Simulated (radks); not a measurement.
Values are calculated unless marked as measured or tabulated.
Mean orbital radii <r> (bohr) of the lutetium ion Lu2+, [Xe] 4f14 6s1, at several levels of relativity; Dirac values are averaged over j with weights 2j + 1. Spin-unpolarised spherical Kohn-Sham, PBEsol, point nucleus unless stated (finite: rms radius 5.37 fm), a radial shooting solver on a logarithmic mesh with Libxc functionals. A level marked "c x" has the speed of light scaled by that factor.

\begin{tabular}{lrrrrr}
shell & non-rel. & scalar-rel. & Dirac & Dirac, finite nucleus & change of magnitude, last against first (%) \\ \hline
3s & 0.2306 & 0.2127 & 0.2122 & 0.2122 & -7.95 \\
3p & 0.2205 & 0.2124 & 0.2115 & 0.2115 & -4.06 \\
3d & 0.1939 & 0.1925 & 0.1925 & 0.1925 & -0.72 \\
4s & 0.5176 & 0.4781 & 0.4780 & 0.4781 & -7.65 \\
4p & 0.5269 & 0.5080 & 0.5070 & 0.5070 & -3.79 \\
4d & 0.5502 & 0.5478 & 0.5481 & 0.5481 & -0.39 \\
5s & 1.273 & 1.167 & 1.168 & 1.168 & -8.20 \\
5p & 1.425 & 1.378 & 1.376 & 1.376 & -3.47 \\
4f & 0.6898 & 0.7192 & 0.7201 & 0.7200 & +4.38 \\
5d (empty) & 2.113 & 2.173 & 2.176 & 2.176 & +2.97 \\
6s & 3.267 & 3.050 & 3.052 & 3.052 & -6.56 \\
6p (empty) & 3.855 & 3.787 & 3.780 & 3.780 & -1.93 \\
\end{tabular}
